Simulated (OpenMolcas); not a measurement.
# Ar³⁺: effect of the basis set

```json
{"Program": "OpenMolcas 26.06", "Method": "MS-RASPT2, IPEA 0.25 Eh, imaginary shift 0.1 Eh (closed shells correlated: 2s 2p)", "Active space": "5 electrons in 9 orbitals (RAS2 3s 3p; RAS3 3d, at most 2 electrons)", "State averaging": "2S+1 = 4 odd, 1 root; 2S+1 = 2 odd, 11 roots; 2S+1 = 4 even, 3 roots; 2S+1 = 2 even, 9 roots", "Spin-orbit coupling": "RASSI with atomic mean-field integrals over the reference wave functions, term energies averaged over their components"}
```

A. ANO-RCC-VTZP [5s4p2d1f], DKH2, point nucleus; CASPT2 step roughly 13 core-seconds
B. ANO-R2 [5s4p3d1f], X2C, finite nucleus; CASPT2 step about 21 core-seconds
C. ANO-RCC-VQZP [6s5p3d2f1g], DKH2, point nucleus; CASPT2 step roughly 15 core-seconds
D. ANO-RCC [8s7p5d4f2g], DKH2, point nucleus; CASPT2 step roughly 40 core-seconds

Energies in cm⁻¹ above 3s² 3p³ ⁴S°_3/2, the measured ground level; measured values from Saloman, J. Phys. Chem. Ref. Data 39, 033101 (2010).

| Level | A | B | C | D | Measured |
| --- | --- | --- | --- | --- | --- |
| 3s² 3p³ ⁴S°_3/2 | 0.0 | 0.0 | 0.0 | 0.0 | 0.0 |
| 3s² 3p³ ²D°_3/2 | 22030 | 21920 | 21440 | 21270 | 21091 |
| 3s² 3p³ ²D°_5/2 | 22130 | 22030 | 21550 | 21370 | 21220 |
| 3s² 3p³ ²P°_1/2 | 36170 | 36120 | 35440 | 35240 | 34855 |
| 3s² 3p³ ²P°_3/2 | 36290 | 36230 | 35560 | 35370 | 35032 |
| 3s 3p⁴ ⁴P_5/2 | 118430 | 117520 | 118340 | 118140 | 117563 |
| 3s 3p⁴ ⁴P_3/2 | 119290 | 118390 | 119200 | 119000 | 118516 |
| 3s 3p⁴ ⁴P_1/2 | 119790 | 118880 | 119690 | 119490 | 119043 |
| 3s 3p⁴ ²D_3/2 | 150090 | 148120 | 149300 | 148090 | 145921 |
| 3s 3p⁴ ²D_5/2 | 150130 | 148170 | 149340 | 148130 | 145999 |

Deviations, from unrounded energies. A percentage is the sum of absolute deviations over the sum of measured energies, with the sign that they share, or ± where signs differ.

```csv
Against measurement,Levels,A,B,C,D
mean absolute deviation (cm-1),9,1700,980,1200,760
other terms of the ground configuration (%),4,+3.9,+3.7,+1.6,+0.9
other configurations (%),5,+1.7,±0.7,+1.4,+0.9
```

D lies closest to measurement on these levels and A furthest from it. The largest miss of D in the table is 3s 3p⁴ ²D_3/2, by +2200 cm-1. The ranking rests on the paired levels alone, and a cruder setting can come out closer through cancelling errors.

Among A to D the level of the table that moves most is 3s 3p⁴ ²D_3/2, by 2000 cm-1 (lowest in D, highest in A). Moves below CASPT2's spread within the term are not significant.

CASPT2 breaks the degeneracy within a term, and the mean is taken; among the terms shown or strongly mixed into the levels shown the widest spread is 180 cm-1 (3s 3p⁴ ²D, C). The run also gave levels led by 3s² 3p² 3d, which use shells meant for correlation; these and all levels above them are left out. Some terms mix strongly with configurations of 3d, whose occupation reaches 0.26 (3s 3p⁴ ²D) (figures for A; the like holds for B, C, D). Measured partners are found by configuration, term and J. A level has none where our copy of the source lacks it or the pairing is in doubt (some pairs that miss far off the trend of their configuration count as doubtful), and it then counts in no deviation. Levels of configurations outside the active space are missing. The table leaves out levels that lie high or whose names do not pair safely across all columns.

° marks odd parity.
